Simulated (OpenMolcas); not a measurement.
Re4+ (d3) among equal point charges was computed by CASSCF with the d shell active (OpenMolcas, ANO-RCC-VDZP on the metal). Its lowest spin-free states, and all those of the highest spin:

```csv
2S+1,Degeneracy,E (cm-1)
4,1,0.0
4,2,3885
4,1,5919
4,1,8696
4,2,11836
2,2,14017
2,1,14790
2,1,14913
2,1,15209
2,2,17845
2,1,18214
2,2,18820
4,1,20525
4,2,23837
```

Problem. Is the site octahedral, tetrahedral or cube-like, axial, or of lower symmetry?

Solution. The states with 2S+1 = 4 have orbital degeneracies 1, 2, 1, 1, 2, 1, 2. There are pairs but no triples, so the site is axial: not cubic, but with a proper or improper axis of order three or more. The run had Re4+ among 5 point charges of -1 e arranged as a square pyramid (C4v), 1.88 Å from the ion, with the axial distance 1.786 Å.

Spin-orbit coupling mixes the spin-free states strongly: the lowest level takes only 39 % from its leading state, 2S+1 = 4, which lies 3885 cm-1 above the lowest spin-free state. Without dynamic correlation the repulsion within the d shell is too large (B by tens of per cent), so at a given field states of lower spin stand too high. This is an electrostatic model: the charges have no orbitals. An unlabelled pair can be two single states that coincide in this model. No measured value stands beside these numbers.
